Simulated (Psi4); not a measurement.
sulfur dioxide (O$_{2}$S), singlet, geometry from GFN2-xTB; B3LYP5/aug-cc-pVDZ run with Psi4.

Psi4 was given this input:
```
memory 2 GB

molecule {
0 1
S     0.01393578   -0.00400644    0.37782868
O    -0.03321683    1.22242899   -0.36419754
O     0.00534526   -1.21441610   -0.39145982
}

set {
  basis aug-cc-pvdz
}

energy('b3lyp5')
print_variables()
```

Output, abridged:

```
   => Loading Basis Set <=

    Name: AUG-CC-PVDZ
    Role: ORBITAL
    Keyword: BASIS

         ---------------------------------------------------------
                                   SCF
               by Justin Turney, Rob Parrish, Andy Simmonett
                          and Daniel G. A. Smith
                              RKS Reference
         ---------------------------------------------------------

  ==> Geometry <==

    Molecular point group: c2v
    Full point group: C2v

    Geometry (in Angstrom), charge = 0, multiplicity = 1:

       Center              X                  Y                   Z               Mass
    ------------   -----------------  -----------------  -----------------  -----------------
         S            0.000000000000     0.000000000000     0.378211797971    31.972071174400
         O           -0.000000000000     1.218651330298    -0.378001846566    15.994914619570
         O            0.000000000000    -1.218651330298    -0.378001846566    15.994914619570

  Running in c2v symmetry.

  Rotational constants: A =      1.84351  B =      0.35483  C =      0.29756 [cm^-1]
  Rotational constants: A =  55267.12166  B =  10637.66584  C =   8920.64438 [MHz]
  Nuclear repulsion =  108.350886944287893

  Charge       = 0
  Multiplicity = 1
  Electrons    = 32
  Nalpha       = 16
  Nbeta        = 16

  ==> Algorithm <==

  SCF Algorithm Type is DF.
  DIIS enabled.
  MOM disabled.
  Fractional occupation disabled.
  Guess Type is SAD.
  Energy threshold   = 1.00e-06
  Density threshold  = 1.00e-06
  Integral threshold = 1.00e-12

  ==> Primary Basis <==

  Basis Set: AUG-CC-PVDZ
    Blend: AUG-CC-PVDZ
    Number of shells: 29
    Number of basis functions: 73
    Number of Cartesian functions: 79
    Spherical Harmonics?: true
    Max angular momentum: 2

  ==> DFT Potential <==

   => LibXC <=

    Version 7.1.2
    S. Lehtola, C. Steigemann, M. J. T. Oliveira, and M. A. L. Marques,  SoftwareX 7, 1–5 (2018) (10.1016/j.softx.2017.11.002)

   => Composite Functional: B3LYP5 <=

    B3LYP5 Hyb-GGA Exchange-Correlation Functional

    P. J. Stephens, F. J. Devlin, C. F. Chabalowski, and M. J. Frisch,  J. Phys. Chem. 98, 11623 (1994) (10.1021/j100096a001)

    Deriv               =              1
    GGA                 =           TRUE
    Meta                =          FALSE

    Exchange Hybrid     =           TRUE
    MP2 Hybrid          =          FALSE

   => Exchange Functionals <=

    0.0800   Slater exchange
    0.7200         Becke 88

   => Exact (HF) Exchange <=

    0.2000               HF

   => Correlation Functionals <=

    0.1900   Vosko, Wilk & Nusair (VWN5)
    0.8100   Lee, Yang & Parr

   => LibXC Density Thresholds  <==

    XC_HYB_GGA_XC_B3LYP5:  1.00E-15

   => Molecular Quadrature <=

    Radial Scheme          =       TREUTLER
    Pruning Scheme         =           NONE
    Nuclear Scheme         =       TREUTLER

    Blocking Scheme        =         OCTREE
    BS radius alpha        =              1
    Pruning alpha          =              1
    Radial Points          =             75
    Spherical Points       =            302
    Total Points           =          66293
    Total Blocks           =            564
    Max Points             =            255
    Max Functions          =             73
    Weights Tolerance      =       1.00E-15

   => Loading Basis Set <=

    Name: (AUG-CC-PVDZ AUX)
    Role: JKFIT
    Keyword: DF_BASIS_SCF

  ==> Integral Setup <==

  SCF_SUBTYPE=INCORE selected. In-core MEM_DF algorithm will be used.
  Using in-core AOs.

  ==> MemDFJK: Density-Fitted J/K Matrices <==

    J tasked:                   Yes
    K tasked:                   Yes
    wK tasked:                   No
    Algorithm:                 Core
    Schwarz Cutoff:           1E-12
    Mask sparsity (%):       0.0000
    Fitting Condition:        1E-10

   => Auxiliary Basis Set <=

  Basis Set: (AUG-CC-PVDZ AUX)
    Blend: AUG-CC-PVDZ-JKFIT
    Number of shells: 96
    Number of basis functions: 300
    Number of Cartesian functions: 352
    Spherical Harmonics?: true
    Max angular momentum: 3

  Minimum eigenvalue in the overlap matrix is 1.9129088051E-03.
  Reciprocal condition number of the overlap matrix is 4.0883381690E-04.
    Using symmetric orthogonalization.

  ==> Pre-Iterations <==

  SCF Guess: Superposition of Atomic Densities via on-the-fly atomic UHF (no occupation information).

   -------------------------
    Irrep   Nso     Nmo
   -------------------------
     A1        29      29
     A2         9       9
     B1        13      13
     B2        22      22
   -------------------------
    Total      73      73
   -------------------------

  ==> Iterations <==

                           Total Energy        Delta E     RMS |[F,P]|

   @DF-RKS iter SAD:  -548.51674760466676   -5.48517e+02   0.00000e+00
   @DF-RKS iter   1:  -548.21324273649054    3.03505e-01   2.19788e-02 DIIS/ADIIS
   @DF-RKS iter   2:  -547.27466382259900    9.38579e-01   4.36657e-02 DIIS/ADIIS
   @DF-RKS iter   3:  -548.49189831527553   -1.21723e+00   4.74416e-03 DIIS/ADIIS
   @DF-RKS iter   4:  -548.50420890954899   -1.23106e-02   4.59366e-04 DIIS/ADIIS
   @DF-RKS iter   5:  -548.50438288584485   -1.73976e-04   1.15110e-04 DIIS/ADIIS
   @DF-RKS iter   6:  -548.50439111068181   -8.22484e-06   1.87747e-05 DIIS
   @DF-RKS iter   7:  -548.50439133527243   -2.24591e-07   2.27759e-06 DIIS
   @DF-RKS iter   8:  -548.50439133901875   -3.74632e-09   4.20224e-07 DIIS
  Energy and wave function converged.

  ==> Post-Iterations <==

   Electrons on quadrature grid:
      Ntotal   =   31.9999908659 ; deviation = -9.134e-06

    Orbital Energies [Eh]
    ---------------------

    Doubly Occupied:

       1A1   -89.090084     1B2   -19.207695     2A1   -19.207689
       3A1    -8.133960     2B2    -6.097083     1B1    -6.096429
       4A1    -6.090932     5A1    -1.167210     3B2    -1.067127
       6A1    -0.648303     2B1    -0.507086     7A1    -0.503759
       4B2    -0.503154     1A2    -0.379781     5B2    -0.362151
       8A1    -0.340002

    Virtual:

       3B1    -0.137655     9A1     0.009562     6B2     0.021726
      10A1     0.025202     4B1     0.044143    11A1     0.096465
       7B2     0.111363    12A1     0.140822     8B2     0.145530
       2A2     0.151227    13A1     0.170637     5B1     0.170737
       9B2     0.220927     6B1     0.260096    14A1     0.267124
      10B2     0.304499     3A2     0.329279    15A1     0.332363
      16A1     0.440394    11B2     0.512578     7B1     0.543479
      17A1     0.572595    12B2     0.653104    18A1     0.744292
       4A2     0.761934    19A1     0.781233     8B1     0.806558
       9B1     0.818797    20A1     0.842974    13B2     0.855882
       5A2     0.884366    21A1     0.990065    14B2     1.018702
      10B1     1.035679    15B2     1.062771     6A2     1.071675
      22A1     1.141919    23A1     1.246405    16B2     1.270952
      11B1     1.318575    17B2     1.322177     7A2     1.325746
      24A1     1.482807    18B2     1.557814    25A1     1.583210
      19B2     2.507842    26A1     2.624453    12B1     3.156238
      27A1     3.183020     8A2     3.212240    20B2     3.213156
      13B1     3.231137     9A2     3.259845    28A1     3.261074
      29A1     3.314522    21B2     3.324520    22B2     3.443473

    Final Occupation by Irrep:
             A1    A2    B1    B2
    DOCC [     8,    1,    2,    5 ]
    NA   [     8,    1,    2,    5 ]
    NB   [     8,    1,    2,    5 ]

  @DF-RKS Final Energy:  -548.50439133901875

   => Energetics <=

    Nuclear Repulsion Energy =            108.3508869442878932
    One-Electron Energy =                -970.3326495019305185
    Two-Electron Energy =                 347.9459311504375592
    DFT Exchange-Correlation Energy =     -34.4685599318137577
    Empirical Dispersion Energy =           0.0000000000000000
    VV10 Nonlocal Energy =                  0.0000000000000000
    Total Energy =                       -548.5043913390187527

Computation Completed

Properties will be evaluated at   0.000000,   0.000000,   0.000000 [a0]

Properties computed using the SCF density matrix

 Multipole Moments:

 ------------------------------------------------------------------------------------
     Multipole            Electronic (a.u.)      Nuclear  (a.u.)        Total (a.u.)
 ------------------------------------------------------------------------------------

 L = 1.  Multiply by 2.5417464519 to convert [e a0] to [Debye]
 Dipole X            :          0.0000000            0.0000000            0.0000000
 Dipole Y            :          0.0000000            0.0000000            0.0000000
 Dipole Z            :          0.7227106            0.0063480            0.7290586
 Magnitude           :                                                    0.7290586

 ------------------------------------------------------------------------------------

  Variable Map:
  ----------------------------------------------------------------------------
  "CURRENT ENERGY"              =>    -548.504391339019
  "CURRENT REFERENCE ENERGY"    =>    -548.504391339019
  "DD SOLVATION ENERGY"         =>       0.000000000000
  "DFT FUNCTIONAL TOTAL ENERGY" =>    -548.504391339019
  "DFT TOTAL ENERGY"            =>    -548.504391339019
  "DFT VV10 ENERGY"             =>       0.000000000000
  "DFT XC ENERGY"               =>     -34.468559931814
  "GRID ELECTRONS ALPHA"        =>      15.999995432933
  "GRID ELECTRONS BETA"         =>      15.999995432933
  "GRID ELECTRONS TOTAL"        =>      31.999990865865
  "NUCLEAR REPULSION ENERGY"    =>     108.350886944288
  "ONE-ELECTRON ENERGY"         =>    -970.332649501931
  "PCM POLARIZATION ENERGY"     =>       0.000000000000
  "PE ENERGY"                   =>       0.000000000000
  "SCF ITERATION ENERGY"        =>    -548.504391339019
  "SCF ITERATIONS"              =>       8.000000000000
  "SCF TOTAL ENERGY"            =>    -548.504391339019
  "TWO-ELECTRON ENERGY"         =>     347.945931150438
  "XC GRID RADIAL POINTS"       =>      75.000000000000
  "XC GRID SPHERICAL POINTS"    =>     302.000000000000
  "XC GRID TOTAL POINTS"        =>   66293.000000000000

  Array Variable Map:
  ----------------------------------------------------------------------------
  "CURRENT DIPOLE"              =>       0.000000000000 ... 0.729058602265 1 by 3
  "SCF DIPOLE"                  =>       0.000000000000 ... 0.729058602265 1 by 3
  "SCF TOTAL ENERGIES"          =>    -548.516747604667 ... -548.504391339019 1 by 9
```
